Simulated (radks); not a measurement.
Values are calculated unless marked as measured or tabulated.
Coulomb parameter of the 5d shell of the mercury ion Hg3+ in the model configuration [Xe] 4f14 5d7 6p2, as a second difference U = [E(n + 0.5) + E(n - 0.5) - 2 E(n)] / (0.5)^2 with all orbitals relaxed. "Bare": the charge of the atom changes with n. "Screened": the 6p shell takes up the change at fixed total charge, which measures U(5d,5d) + U(6p,6p) - 2 U(5d,6p). Code: a radial shooting solver on a logarithmic mesh with Libxc functionals. Model: Dirac Kohn-Sham, PBE, spin-unpolarised, spherical densities, finite nucleus; open shells are shared between the two j in proportion to 2j + 1; Fermi nuclear charge, rms radius 5.4648 fm.

case                   configuration  E - E(n) (eV)
start              [Xe] 4f14 5d7 6p2          0.000
bare +0.5        [Xe] 4f14 5d7.5 6p2        -23.902
bare -0.5        [Xe] 4f14 5d6.5 6p2         27.523
screened +0.5  [Xe] 4f14 5d7.5 6p1.5        -11.355
screened -0.5  [Xe] 4f14 5d6.5 6p2.5         12.010

U(bare) = 14.484 eV, U(screened by 6p) = 2.623 eV.
